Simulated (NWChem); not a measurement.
System: stibine (SbH3); SMILES [SbH3]

NWChem input:

```
start job
memory heap 200 mb stack 900 mb global 1100 mb
geometry units angstroms noautosym nocenter noautoz
  Sb     0.000000     0.000000     0.032948
  H     -0.343600     1.369063    -0.928994
  H      1.357443    -0.386965    -0.928994
  H     -1.013843    -0.982098    -0.928994
end
basis spherical
  Sb library sto-3g
  H library sto-3g
end
dft
  xc b3lyp
  iterations 150
end
property
  response 1 0.0773
end
task dft property
```

STO-3G and 3-21G are far too small for this property and stand as cheap habits. All runs use the structure optimised with PBE0-D3(BJ)/def2-TZVP (def2 core potentials past Kr).

Field at 589 nm.

### Question
Predict the main results of this run. (B3LYP/STO-3G, non-relativistic.) Quantities: isotropic polarisability (bohr³); anisotropy (bohr³).

### Answer
| Property | Result |
|---|---|
| isotropic polarisability (bohr³) | 16.4 |
| anisotropy (bohr³) | 6.5 |
